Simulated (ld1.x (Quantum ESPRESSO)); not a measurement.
## Before and after: TM potential for boron

```
Element                 : boron (B)
Generator               : ld1.x (Quantum ESPRESSO) 7.5
Type                    : norm-conserving Troullier–Martins (Kleinman–Bylander form)
Functional              : PBEsol
Relativity              : scalar-relativistic
Frozen core             : [He]
Valence charge          : 3
Reference configuration : 2s2 2p1
Partial waves           : 2s (bound): rc 0.95 bohr; 2p (bound): rc 3.65 bohr
Local potential         : all-electron potential smoothed inside 0.85 bohr (lloc = -1)
Core correction         : a·sin(br)/r model core inside 0.55 bohr
```

Change: all radii but the core radius scaled by about 1.05 (s 1.00, p 3.84 bohr); local potential all-electron potential smoothed inside 0.90 bohr (lloc = -1).

Cutoffs: the cutoffs (Ry, on a coarse ladder) from which the occupation-weighted sum of valence levels, in a spherical-Bessel basis at the reference potential, stays within 10 and 1 mRy of its value at 400 Ry; they do not see the model core or the augmentation charge, which bear on the density cutoff. Errors are all-electron minus pseudo energies relative to the spin-unpolarised reference configuration.

Question: What does the change do?

Answer: The potential gets softer (70 Ry and 160 Ry → 55 Ry and 140 Ry); of the 7 tests that both files solve, the error grows in 7 and shrinks in 0 by more than 15 % and 0.3 meV (median size 75.1 → 88.6 meV); neither file shows a bound ghost. A larger radius leaves more room for a smooth pseudo-wave, so fewer plane waves are needed. More of the atom is replaced by a form fitted at one configuration, so other configurations suffer.

| quantity | base | changed |
| --- | --- | --- |
| cutoff, loose | 70 Ry | 55 Ry |
| cutoff, tight | 160 Ry | 140 Ry |
| loose cutoff by channel (10 mRy a level) | s 60 Ry, p 8 Ry | s 45 Ry, p 8 Ry |
| bound ghosts | none | none |
| error for 2s2 2p0, meV [ΔE 8.14 eV] | +155 | +184 |
| error for 2s1 2p0, meV [ΔE 33.40 eV] | +463 | +540 |
| error for 2s2 2p0.5, meV [ΔE 2.86 eV] | +23 | +28 |
| error for 2s0 2p3, meV [ΔE 11.66 eV] | -148 | -175 |
| error for 2s2 2p1.3, meV [ΔE -0.72 eV] | +2.3 | +2.9 |
| error for 2s1 2p2, meV [ΔE 5.82 eV] | -37 | -44 |
| error for 2s1 2p1, meV [ΔE 14.26 eV] | -75 | -89 |
